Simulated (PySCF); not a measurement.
HFSi, charge -1, doublet, at a GFN2-xTB geometry (a state made from the parent by changing its charge; the spin is typed, not shown lowest) (in this run its highest filled SCF level lies above zero, so its values depend strongly on the basis, on diffuse functions most of all). Base run: B3LYP/aug-cc-pVDZ (PySCF).

Here is a job for PySCF.
```python
from pyscf import gto, scf, dft

mol = gto.Mole()
mol.atom = '''
    Si   -0.279835   -0.368462    0.505244
    H    -0.949016   -1.249640   -0.619775
    F     0.540745    0.712012   -0.717071
'''
mol.basis = 'aug-cc-pvdz'
mol.charge = -1
mol.spin = 1
mol.verbose = 4
mol.symmetry = True
mol.build()

mf = dft.UKS(mol)
mf.xc = 'b3lyp'
mf.kernel()
mf.analyze()
```

Each row names what was changed in the base input (with any setting that the change needs).

```
change                               ΔE vs base (mEh)  point group used  SCF cycles
-----------------------------------  ----------------  ----------------  ----------
base                                            0.000                Cs          10
irrep_nelec = A':(9, 10) A":(4, 2)              181.5                Cs          11
symmetry = off                                  0.000                C1          10
irrep_nelec = A':(11, 10) A":(2, 2)            60.764                Cs          14
```

Open shells are given as the SCF converged; they aren't shown to be the lowest states, and a large step between rows can be another state.
